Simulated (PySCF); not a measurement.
Work out the structure from these simulated measurements.

Formula: CCl3NSi.

- Triplet: lowest triplet excitation (Tamm–Dancoff): 5.58 eV [TDA B3LYP/def2-SVPD]
- 13C NMR: chemical shifts (computed TMS as zero) by class: 109.5 (1 C) ppm [GIAO KT2/pcSseg-1]
- UV, first state: lowest singlet excitation: 6.69 eV (185 nm, f = 0.000) [TDDFT B3LYP/def2-SVPD]
- Dipole: 2.37 D [B3LYP/def2-SVPD]
- XPS: Si2p3/2 110.6, Cl2p3/2 207.3 (×3), C1s 292.7, N1s 406.2, Si1s 1850.8, Cl1s 2829.9 (×3) eV [ΔSCF SCAN, pcX-2 on the ionised atom, pcseg-1 elsewhere, spin-free X2C, 2p3/2 from a spin–orbit splitting computed afterwards within the 2p shell]
- Rotational structure: rotational constants A, B, C: 1.294, 1.253, 1.251 GHz [PBE0-D3(BJ)/def2-SVP]

Electronic properties: PySCF, gas phase, density fitting. Levels stand in brackets. Isolated species at its PBE0-D3(BJ)/def2-SVP geometry, gas phase. Each NMR value is the plain mean over a class of atoms that symmetry, rotation or inversion makes alike.

Task: What is the compound? Reason from the data.

Result: The one carbon: carbon bonded to N and Si (109.5 ppm). The core levels belong to: Si2p3/2 110.6 eV, silicon bonded to C and 3 Cl; Cl2p3/2 207.3 eV, chlorine bonded to Si; C1s 292.7 eV, carbon bonded to N and Si; N1s 406.2 eV, nitrogen bonded to C; Si1s 1850.8 eV, silicon bonded to C and 3 Cl; Cl1s 2829.9 eV, chlorine bonded to Si. The hole state at 292.7 eV has ⟨S²⟩ = 0.83 against 0.75, so that value is less sure. The hole state at 406.2 eV has ⟨S²⟩ = 0.83 against 0.75, so that value is less sure. The optimised geometry has point group C3v and is a prolate symmetric top (the spread among constants that symmetry makes equal is optimisation noise). Structure: `C(#N)[Si](Cl)(Cl)Cl` (Si(CN)Cl3). The assignments are read from this structure; whether some other isomer fits the data as well wasn't checked.
